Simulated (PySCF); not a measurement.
Isomers of [C4H8F3OS]+ (charge +1), one GFN2-xTB conformer each. Single-point energies are computed at PBE0/pcSseg-1 (PySCF, gas phase, no added dispersion term), electronic only.

Question: Rank them by PBE0/pcSseg-1 energy, lowest first (kcal/mol).
A. `[CH3:1][S+:2]([CH3:3])(=[O:4])[CH2:5][C:6]([F:7])([F:8])[F:9]` (charge +1) with C1–S2–C5–C6 59°
B. `[CH3:1][S+:2]([CH3:3])[CH2:4][O:5][C:6]([F:7])([F:8])[F:9]` (charge +1) with C1–S2–C4–O5 -164°, S2–C4–O5–C6 -84°

Answer: B (0.0), A (37.4).

GFN2-xTB itself gives, in the same order: 0.0, 29.3. Both levels put the same isomer lowest.

Q: Which frontier levels and rotational constants go with these structures?

A: 
| SMILES | HOMO (eV, PBE0/pcSseg-1) | LUMO (eV) | A, B, C (MHz) |
| --- | --- | --- | --- |
| C[S+](C)COC(F)(F)F | -14.30 | -5.41 | 2851, 775.3, 726.5 |
| C[S+](C)(=O)CC(F)(F)F | -14.47 | -5.40 | 2360, 914.0, 886.5 |
